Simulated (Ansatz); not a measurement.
Relaxation of ClGaH5NO (9 atoms, charge 0, multiplicity 1), to a largest force component of 0.03 eV/Å in at most 50 steps.

Computed with Ansatz 0.2.0, RKS PBE/def2-SVP.

```xyz
9
Properties=species:S:1:pos:R:3:forces:R:3
Ga 0.110 -0.183 0.141 0.04 0.06 0.73
N -0.045 -0.152 2.040 -0.11 0.35 -0.70
H -0.856 -0.576 2.503 0.03 0.01 -0.06
H 0.799 -0.350 2.585 0.07 0.02 0.02
H 1.471 0.038 -0.584 -0.03 -0.01 0.00
O -1.381 -0.495 -0.814 0.00 -0.01 -0.07
H -2.167 -0.642 -0.260 -0.07 -0.01 0.03
Cl -0.343 3.126 0.958 0.00 -0.61 0.42
H -0.327 2.060 1.780 0.08 0.19 -0.36
```

**Question.** Where does it end, and by what steps?

**Answer.** It converged. The force dipped under the threshold on the way, but the program's further checks kept it going. After 28 steps the energy has fallen by 1.775 eV; H9 moved furthest, 1.33 Å. Parted: Cl8–H9 (1.35 → 2.96 Å). Joined: Ga1–Cl8 (3.44 → 2.22 Å), N2–H9 (2.25 → 1.03 Å).

```
step  energy less start (eV)  largest force component (eV/Å)  accepted
   0                  0.0000                           0.728       yes
   1                 -0.1294                           0.364       yes
   2                 -0.1912                           0.998       yes
   3                 -0.2395                           0.854       yes
   4                 -0.3919                           1.076       yes
   5                 -0.6789                           1.429       yes
   6                 -1.0773                           1.369       yes
   7                 -1.2826                           2.713       yes
   8                 -1.5743                           0.961       yes
   9                 -1.6804                           0.539       yes
  10                 -1.6923                           0.890       yes
  11                 -1.7294                           0.394       yes
  12                 -1.7392                           0.422       yes
  13                 -1.7591                           0.090       yes
  14                 -1.7625                           0.108       yes
  15                 -1.7656                           0.170       yes
  16                 -1.7698                           0.079       yes
  17                 -1.7703                           0.053       yes
  18                 -1.7705                           0.108       yes
  19                 -1.6994                           1.970        no
  20                 -1.7715                           0.045       yes
  21                 -1.7722                           0.100       yes
  22                 -1.7738                           0.024       yes
  23                 -1.7700                           0.526        no
  24                 -1.7742                           0.081       yes
  25                 -1.7743                           0.100       yes
  26                 -1.7745                           0.036       yes
  27                 -1.7745                           0.045       yes
  28                 -1.7746                           0.026       yes
```

```xyz
9
Properties=species:S:1:pos:R:3
Ga -0.003 0.522 0.065
N 0.011 0.151 2.141
H -0.814 -0.458 2.258
H 0.831 -0.296 2.570
H 1.390 0.115 -0.541
O -1.486 -0.549 -0.066
H -2.017 -0.390 -0.866
Cl -0.474 2.687 0.169
H -0.175 1.044 2.618
```

Whether the end is a true minimum wasn't checked by a vibrational analysis.

Time of the run: 58 s on 2 threads of Intel(R) Xeon(R) Platinum 8259CL CPU @ 2.50GHz (Skylake/Cascade Lake), with other jobs on the host, peak memory 0.17 GiB.
